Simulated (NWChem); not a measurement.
**Correlation energy of hydrogen bromide (HBr)**

SMILES: Br
```xyz
2

Br     0.0000     0.0000     0.0395
H      0.0000     0.0000    -1.3829
```
Charge 0, spin multiplicity 1.

Program: NWChem. The geometry was optimised at PBE0/def2-SVP, a minimum by its harmonic frequencies.

Basis set: def2-TZVP. Each correlation energy counts from its own Hartree-Fock reference.

The Hamiltonian is non-relativistic. The correlated methods keep 9 core orbitals frozen. Coupled-cluster values serve here as a point of comparison, not as the truth.

Question: For the correlation energy, MP2 gives -284.0 mHa and SCS-MP2 gives -268.8 mHa. What do CR-CCSD[T], CR-CCSD(T), CCSD give?

Answer: CR-CCSD[T]: -302.0 mHa; CR-CCSD(T): -301.8 mHa; CCSD: -294.5 mHa.
